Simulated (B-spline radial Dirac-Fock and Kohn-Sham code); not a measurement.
What relativity does to the binding energies of Ce

System: atomic cerium in the configuration [Xe] 4f1 5d1 6s2.

Both columns are ΔSCF binding energies of the configuration average from an atomic code on a B-spline grid: non-relativistic Hartree-Fock with a point nucleus, and Dirac-Fock with a finite nucleus and the Coulomb interaction alone, averaged over the two j levels with weights 2j+1.

| shell | Hartree-Fock (eV) | Dirac-Fock (eV) | shift (eV) | shift (%) |
| --- | --- | --- | --- | --- |
| 1s | 38657.6 | 40606.6 | +1949.04 | +5.04 |
| 2s | 6092.2 | 6581.9 | +489.72 | +8.04 |
| 2p | 5745.0 | 5893.9 | +148.92 | +2.59 |
| 3s | 1344.9 | 1453.7 | +108.83 | +8.09 |
| 3p | 1193.9 | 1229.0 | +35.03 | +2.93 |
| 3d | 915.5 | 902.1 | -13.40 | -1.46 |
| 4s | 286.7 | 310.3 | +23.57 | +8.22 |
| 4p | 228.2 | 234.2 | +5.99 | +2.62 |
| 4d | 124.3 | 120.1 | -4.15 | -3.34 |
| 4f | 14.08 | 9.91 | -4.17 | -29.62 |
| 5s | 45.61 | 49.02 | +3.41 | +7.48 |
| 5p | 27.39 | 27.60 | +0.20 | +0.74 |
| 5d | 6.42 | 5.59 | -0.83 | -12.92 |
| 6s | 4.52 | 4.77 | +0.25 | +5.50 |

Relativity binds 1s, 2s, 2p, 3s, 3p, 4s, 4p, 5s, 5p, 6s more strongly, among those listed most of all 4s in relative terms, and 3d, 4d, 4f, 5d more weakly, because the contracted s and p shells screen the nucleus better.

Values without a named source are computed, but for edge energies of neutral atoms, which are taken from tables.
